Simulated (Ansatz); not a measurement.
One change: `[NH2][Cd][O][SiH3]` becomes `[NH2][Zn][O][SiH3]`.

Ansatz, PBE0-D4/def2-TZVP geometries, multiplicity 1. Each molecule was computed in one conformer, which needn't be the lowest.

Elements past krypton have def2 core potentials. Scalar relativity is left out up to krypton.

| property | `[NH2][Cd][O][SiH3]` |
| --- | --- |
| LUMO energy (B3LYP/def2-TZVPP) / eV | -1.60 |
| HOMO energy (B3LYP/def2-TZVPP) / eV | -7.20 |
| zero-point energy (PBE0-D4/def2-TZVP) / kJ/mol | 140.9 |
| HOMO energy (PBE0/def2-TZVPP) / eV | -7.41 |
| LUMO energy (ωB97M-V/def2-TZVPP) / eV | 0.36 |
| HOMO–LUMO gap (PBE0/def2-TZVPP) / eV | 6.13 |

Problem. Give the same properties after the change, and the shifts. (Best estimate.)

Solution. Computed: 
```csv
property,`[NH2][Zn][O][SiH3]`,shift
LUMO energy (B3LYP/def2-TZVPP) / eV,-1.24,0.36
HOMO energy (B3LYP/def2-TZVPP) / eV,-7.12,0.08
zero-point energy (PBE0-D4/def2-TZVP) / kJ/mol,141.7,0.8
HOMO energy (PBE0/def2-TZVPP) / eV,-7.34,0.07
LUMO energy (ωB97M-V/def2-TZVPP) / eV,0.60,0.24
HOMO–LUMO gap (PBE0/def2-TZVPP) / eV,6.42,0.29
```

With PBE0 the HOMO rises by 0.07 eV and the LUMO rises by 0.36 eV, so the gap widens by about 0.29 eV. PBE moves the HOMO by 0.11 eV and ωB97M-V by 0.02 eV.

B3LYP here is the variant with VWN-RPA as its local correlation; programs differ in this.
